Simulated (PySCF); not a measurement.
## BeH⁺ at r²SCAN0

Level: r²SCAN0. basis Be def2-SVPD, H def2-SVPD; no relativity; PySCF 2.14.

| Quantity | Value |
| --- | --- |
| state | ¹Σ⁺ (singlet), closed shell |
| bond length | 1.314 Å |
| harmonic wavenumber | 2265 cm⁻¹ |
| force constant | 2.74 mdyn/Å |
| rotational constant Be | 10.78 cm⁻¹ |
| anharmonicity ωexe | 36.2 cm⁻¹ |
| vibration–rotation constant αe | 0.298 cm⁻¹ |
| well depth De to Be⁺ + H | 2.99 eV |
| dissociation energy D0 | 2.85 eV |
| HOMO–LUMO gap | 7.63 eV |
| bond order (Mayer) | 0.92 |
| dipole moment (positive dipole points towards H; it is taken about the centre of mass and depends on that origin) | -3.16 D |

For an ion De counts to the pair picked by the measured ionisation energies or electron affinities, which need not be the lowest pair at this level.
